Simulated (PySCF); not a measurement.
Isomers of C8H7ClO, one GFN2-xTB conformer each. Single-point energies are computed at PBE0/pcSseg-1 (PySCF, gas phase, no added dispersion term), electronic only.

```
            SMILES  GFN2-xTB relative energy (kJ/mol)
   Clc1cccc2c1CCO2                                0.0
  Cc1ccccc1C(=O)Cl                               44.8
CC(=O)c1ccc(Cl)cc1                               69.7
```

Conformers: `[CH3:1][c:2]1[cH:3][cH:4][cH:5][cH:6][c:7]1[C:8](=[O:9])[Cl:10]` with C6–C7–C8–O9 -167°; `[CH3:1][C:2](=[O:3])[c:4]1[cH:5][cH:6][c:7]([Cl:8])[cH:9][cH:10]1` with C1–C2–C4–C5 -179°.

Task: What does PBE0/pcSseg-1 give for the same structures?

Result: 
| SMILES | PBE0/pcSseg-1 E (Eh) | PBE0/pcSseg-1 (kJ/mol) | GFN2-xTB (kJ/mol) | point group |
| --- | --- | --- | --- | --- |
| Cc1ccccc1C(=O)Cl | -843.83907 | 0.0 | 44.8 | C1 |
| CC(=O)c1ccc(Cl)cc1 | -843.83128 | 20.5 | 69.7 | – |
| Clc1cccc2c1CCO2 | -843.82386 | 39.9 | 0.0 | Cs |

GFN2-xTB puts Clc1cccc2c1CCO2 lowest instead; measured from each level's own lowest isomer, the values differ by up to 49.2 kJ/mol (CC(=O)c1ccc(Cl)cc1: 69.7 against 20.5). As drawn, the lowest has a C=O bond, which the highest lacks.

Task: Which frontier levels, dipoles and rotational constants go with these structures?

Result: 
| SMILES | HOMO (eV, PBE0/pcSseg-1) | LUMO (eV) | dipole (D) | A, B, C (MHz) |
| --- | --- | --- | --- | --- |
| Cc1ccccc1C(=O)Cl | -7.71 | -2.14 | 3.85 | 1926, 926.4, 631.9 |
| CC(=O)c1ccc(Cl)cc1 | -7.52 | -1.90 | 2.41 | 3711, 561.3, 489.0 |
| Clc1cccc2c1CCO2 | -6.47 | -0.45 | 1.10 | 1785, 1079, 678.0 |
